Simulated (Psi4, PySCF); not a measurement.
ClHg, doublet, geometry from GFN2-xTB (such geometries of metal compounds can be far from the true shape) (the spin is typed, not shown lowest) (core potentials on Hg), atoms displaced at random by about 0.08 Å a coordinate. Base run: PBE0/def2-SVP, gradient (PySCF).

Here is a job for PySCF.
```python
from pyscf import gto, scf, dft

mol = gto.Mole()
mol.atom = '''
    Hg    0.01949867    0.00269782   -0.43751433
    Cl   -0.11906540   -0.09243463    2.07917501
'''
mol.basis = 'def2-svp'
mol.ecp = {'Hg': 'def2-svp'}
mol.spin = 1
mol.verbose = 4
mol.build()

mf = dft.UKS(mol)
mf.xc = 'pbe0'
mf.kernel()
g = mf.nuc_grad_method()
grad = g.kernel()
```

Programs used: Psi4, PySCF; a row that names a program was run with it.

The coordinate followed is x of atom 2.

Each row names what was changed in the base input (with any setting that the change needs).

```json
[
 {"change": "base", "dE/dx (Eh/bohr)": "-0.000439", "net force (Eh/bohr)": "0.000012"},
 {"change": "finite difference step (bohr) = 1e-3; conv_tol = 1e-11", "dE/dx (Eh/bohr)": "-0.000442", "net force (Eh/bohr)": "-"},
 {"change": "code = psi4", "dE/dx (Eh/bohr)": "-0.000439", "net force (Eh/bohr)": "0.000029"},
 {"change": "density fitting = on", "dE/dx (Eh/bohr)": "-0.000439", "net force (Eh/bohr)": "0.000012"},
 {"change": "grid_response = on", "dE/dx (Eh/bohr)": "-0.000442", "net force (Eh/bohr)": "0.000000"},
 {"change": "finite difference step (bohr) = 1e-5; conv_tol = 1e-11", "dE/dx (Eh/bohr)": "-0.000442", "net force (Eh/bohr)": "-"},
 {"change": "grids.level = 1; grid_response = off", "dE/dx (Eh/bohr)": "-0.000302", "net force (Eh/bohr)": "0.000308"},
 {"change": "finite difference step (bohr) = 0.01; conv_tol = 1e-11", "dE/dx (Eh/bohr)": "-0.000442", "net force (Eh/bohr)": "-"},
 {"change": "density fitting = on; auxbasis_response = off", "dE/dx (Eh/bohr)": "-0.000428", "net force (Eh/bohr)": "0.000164"},
 {"change": "finite difference step (bohr) = 0.05; conv_tol = 1e-11", "dE/dx (Eh/bohr)": "-0.000442", "net force (Eh/bohr)": "-"},
 {"change": "grids.level = 0; grid_response = off", "dE/dx (Eh/bohr)": "-0.001338", "net force (Eh/bohr)": "0.003650"},
 {"change": "grids.level = 5; grid_response = off", "dE/dx (Eh/bohr)": "-0.000442", "net force (Eh/bohr)": "0.000000"}
]
```

The net force is zero for an exact gradient.

Open shells are given as the SCF converged; they aren't shown to be the lowest states, and a large step between rows can be another state.
